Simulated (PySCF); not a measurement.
H₄O₂SeSi.

```xyz
8

Se    -0.1715     0.7449     0.5834
O     -1.8850     0.1500     0.4961
H     -2.1440     0.2073    -0.4472
O      0.7769    -0.7943     0.2444
Si     0.9798    -1.1752    -1.4053
H     -0.3551    -1.2307    -2.1035
H      1.6249    -2.5295    -1.4325
H      1.8516    -0.1660    -2.1011
```
Charge 0, spin multiplicity 1.

Geometry optimised at PBE-D3(BJ)/def2-SVP. One conformer was computed; it need not be the lowest.

Level of theory: KT2/pcSseg-1 in PySCF. Non-relativistic, no solvent.

Computed absolute GIAO shielding of each atom: isotropic value and principal components (ppm):
| atom | σ(iso) | σ11 | σ22 | σ33 | span |
|---|---|---|---|---|---|
| Se1 | -715.7 | -1583.6 | -710.5 | 147.1 | 1730.7 |
| O2 | 196.8 | -48.3 | 167.3 | 471.3 | 519.6 |
| H3 | 24.3 | 16.9 | 23.2 | 32.9 | 16.0 |
| O4 | 228.5 | -42.0 | 181.4 | 546.1 | 588.1 |
| Si5 | 381.9 | 322.2 | 353.7 | 469.7 | 147.5 |
| H6 | 26.1 | 22.7 | 25.6 | 30.1 | 7.4 |
| H7 | 25.5 | 22.3 | 23.8 | 30.5 | 8.2 |
| H8 | 26.1 | 23.0 | 24.6 | 30.7 | 7.6 |
